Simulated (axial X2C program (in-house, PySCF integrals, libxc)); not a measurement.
## Spin–orbit effects down a group: molecules with F, PBE0

Computed with an in-house all-electron X2C program for linear molecules (integrals from PySCF), spin-free (one-electron X2C) or two-component (2c: spin–orbit coupling with atomic mean-field Coulomb and Gaunt terms, which also bring small scalar terms), in Dyall basis sets with cores contracted in-house; open shells are unrestricted.

Basis sets: F dyall-av3z, F dyall-v3z, Nb dyall-cv3z, Ta dyall-v3z, V dyall-cv3z.

```csv
molecule,spin-free state,Re (Å),ωe (cm⁻¹),De (eV),2c state,Re 2c (Å),ωe 2c (cm⁻¹),De 2c (eV)
VF,"M_S = 2, Λ = 1",1.768,692.9,n/a,Ω = 1,1.768,692.8,n/a
NbF,"M_S = 2, Λ = 1",1.871,658.7,5.66,Ω = 1,1.871,658.6,n/a
TaF,"M_S = 1, Λ = 0",1.804,727.0,6.20,Ω = 1,1.805,721.8,n/a
```

Each entry is the lowest single determinant of a limited PBE0 search at one distance. De goes to single-determinant-based atoms at the same level (for ions the charge split of lowest energy) and is withheld (n/a) where an atom does not fit its ground term or J level. Main or longest-lived isotopes. One determinant is a doubtful description, or other states lie close, for VF, NbF, TaF; these need not be ground states, and all values refer to the states named. Some open-shell Ω = 0 determinants are out of reach, so the Ω given for VF, NbF, TaF need not be the lowest component. With several unpaired electrons the Ω given is that of one determinant, not necessarily of the lowest component. The functionals have no current term, which raises determinants with orbital currents.
